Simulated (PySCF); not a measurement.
A species of formula C4H10OSi2 has this rotational fingerprint, computed with wB97X-D/def2-SVPD in PySCF (dipole) on a GFN2-xTB geometry, gas phase:

```
Rotational constants : A = 2512, B = 954.3, C = 834.5 MHz
Dipole components    : |μa| = 1.11 D, |μb| = 0.30 D, |μc| = 0.28 D
Inertial defect      : -125.17 u·Å²
κ                    : -0.86
```

Problem. Which structure is it? (One computed conformer of each.)
A. `[CH2:1]=[CH:2][SiH2:3][C:4](=[CH2:5])[O:6][SiH3:7]` with C1–C2–Si3–C4 118°, C2–Si3–C4–C5 -1°, Si3–C4–O6–Si7 179°
B. `[CH:1]#[C:2][CH2:3][SiH2:4][SiH2:5][O:6][CH3:7]` with C2–C3–Si4–Si5 -57°, C3–Si4–Si5–O6 -64°, Si4–Si5–O6–C7 -179°

Solution. B. It is C#CC[SiH2][SiH2]OC, an asymmetric top, point group C1. The candidates at the same level (rigid rotor, commonest isotopes):

```json
{"SMILES": "C=C[SiH2]C(=C)O[SiH3]", "A (MHz)": "5441", "B (MHz)": "729.6", "C (MHz)": "671.0", "μa (D)": "0.22", "μb (D)": "0.87", "μc (D)": "0.09", "Δ (u·Å²)": "-32.39", "point group": "C1", "rotor": "near-prolate asymmetric top"}
{"SMILES": "C#CC[SiH2][SiH2]OC", "A (MHz)": "2512", "B (MHz)": "954.3", "C (MHz)": "834.5", "μa (D)": "1.11", "μb (D)": "0.30", "μc (D)": "0.28", "Δ (u·Å²)": "-125.17", "point group": "C1", "rotor": "asymmetric top"}
```

`C=C[SiH2]C(=C)O[SiH3]` has A 117 % too high. No structure here is proved a minimum.
